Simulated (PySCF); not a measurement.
C2H9NOSi, SMILES CO[Si@H](C)N. Atoms are numbered in the order given.

```xyz
14

C      1.9621    -0.0461     0.7046
O      1.2263    -0.0784    -0.4807
Si    -0.4480    -0.0645    -0.5282
C     -1.1049     1.5534     0.1416
N     -1.1833    -1.3308     0.3813
H      1.5726    -0.7579     1.4577
H      1.9690     0.9604     1.1652
H      3.0074    -0.3212     0.4917
H     -0.7337    -0.2541    -1.9746
H     -2.1946     1.6258     0.0043
H     -0.6341     2.4038    -0.3747
H     -0.8917     1.6577     1.2179
H     -1.0368    -2.3079     0.1585
H     -1.4567    -1.2048     1.3478
```

Geometry: PBE0-D3(BJ)/def2-SVP. The structure was generated by enumeration; whether it is a known compound was not checked. Other conformers were not sampled.

Two levels are set side by side: PBE/pcSseg-1 (PySCF) and HF/pcSseg-1 (PySCF). GIAO shifts against H2O (¹⁷O), NH3 (¹⁵N), TMS (²⁹Si), TMS (¹H), TMS (¹³C) at the same level; non-relativistic, no solvent, atoms listed together averaged. Differences are taken from unrounded values.

```json
[
 {"quantity": "δ(¹³C) of C1 (ppm)", "HF": "46.3"},
 {"quantity": "δ(¹⁷O) of O2 (ppm)", "HF": "6.6"},
 {"quantity": "δ(²⁹Si) of Si3 (ppm)", "HF": "-19.8"},
 {"quantity": "δ(¹³C) of C4 (ppm)", "HF": "-1.8"},
 {"quantity": "δ(¹⁵N) of N5 (ppm)", "HF": "17.9"},
 {"quantity": "δ(¹H) of H9 (ppm)", "HF": "4.39"},
 {"quantity": "δ(¹H) of H10, H11, H12 (ppm)", "HF": "0.38"}
]
```

Q: What does PBE give, and how far is it from HF? (Estimate from the structure and the level; the computed values follow.)

A: 
```csv
quantity,PBE,PBE minus HF
δ(¹³C) of C1 (ppm),51.8,5.5
δ(¹⁷O) of O2 (ppm),52.2,45.5
δ(²⁹Si) of Si3 (ppm),-16.8,2.9
δ(¹³C) of C4 (ppm),-3.2,-1.4
δ(¹⁵N) of N5 (ppm),31.6,13.7
δ(¹H) of H9 (ppm),5.08,0.69
"δ(¹H) of H10, H11, H12 (ppm)",0.34,-0.05
```

Rough cost on one machine, each run with all the roots and properties that it gave: HF against PBE within a factor of 2.
